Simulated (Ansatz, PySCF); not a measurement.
This Ansatz (a first-principles code) input computes a CCSD(T)/cc-pVDZ energy:

Ansatz 0.2 input:
```yaml
crystal:
  periodic: [false, false, false]
  atoms:
    - {symbol: O, position_ang: [1.51949972, -0.19014631, 0.06236824]}
    - {symbol: C, position_ang: [0.32979912, -0.04127022, 0.01353669]}
    - {symbol: C, position_ang: [-1.00244061, -0.54943688, -0.04873661]}
    - {symbol: C, position_ang: [-0.83702727, 0.77962319, -0.02676480]}
    - {symbol: H, position_ang: [-1.73980978, -1.33933751, -0.08892498]}
    - {symbol: H, position_ang: [-1.35817539, 1.72701145, -0.03823258]}
basis:
  gaussian:
    orbitals: cc-pVDZ
magnetization: {spin_polarized: false}
correlation: {method: ccsd_t, electrons: outside_noble_gas}
```

**Question.** Write an input for the same energy in PySCF and say what it gives.

**Answer.** 
```python
from pyscf import gto, scf, mp, cc as ccmod

mol = gto.M(
    atom='''
    O     1.51949972   -0.19014631    0.06236824
    C     0.32979912   -0.04127022    0.01353669
    C    -1.00244061   -0.54943688   -0.04873661
    C    -0.83702727    0.77962319   -0.02676480
    H    -1.73980978   -1.33933751   -0.08892498
    H    -1.35817539    1.72701145   -0.03823258
    ''',
    basis='cc-pvdz',
    charge=0,
    spin=0,
    verbose=4,
)

mf = scf.RHF(mol)
mf.conv_tol = 1e-10
mf.max_cycle = 100
mf.kernel()
mp2 = mp.MP2(mf, frozen=4).run()
cc = ccmod.CCSD(mf, frozen=4)
cc.max_cycle = 100
cc.kernel()
et = cc.ccsd_t()
print(f'E(CCSD(T)) = {cc.e_tot + et:.9f}')
```
It gives -190.14232 Eh, and Ansatz -190.14232 Eh, a difference of 0.00 mEh.
